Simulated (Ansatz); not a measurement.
FH4O2Si2 (`O[SiH][SiH](O)F`) radical, relaxed with UKS PBE-D4/def2-SVP in Ansatz from a rough embedded geometry. The force threshold is 0.03 eV/Å; the program also tests the step.

The species carries charge 0 and has multiplicity 2.

Start:

```xyz
9

O     2.109   -0.242    0.308
Si    1.038   -0.468   -0.873
Si   -1.106   -0.016   -0.094
O    -1.519   -0.951    1.132
F    -1.219    1.517    0.381
H     2.585    0.637    0.371
H     1.388    0.443   -2.017
H    -2.134   -0.248   -1.232
H    -1.140   -0.672    2.024
```

**Question.** By how much does the energy fall, and how many steps does the optimiser take? (Estimate.)

**Answer.** The calculation gave: 0.52 eV, in 12 steps.

**Question.** Which bonds change most? (Best estimate.)

**Answer.** Ansatz gave: O1–Si2 from 1.610 to 1.716 Å; Si3–O4 from 1.597 to 1.668 Å; Si3–H8 from 1.551 to 1.495 Å; Si2–Si3 from 2.325 to 2.362 Å.

**Question.** Give the relaxed structure. (Best estimate.)

**Answer.** The calculation gave: 
```xyz
9

O     1.617   -0.389    0.555
Si    0.931   -0.210   -1.008
Si   -1.284    0.047   -0.228
O    -1.135   -0.595    1.304
F    -1.701    1.636   -0.186
H     2.576   -0.237    0.633
H     1.581    0.970   -1.715
H    -2.389   -0.658   -0.949
H    -0.196   -0.565    1.593
```
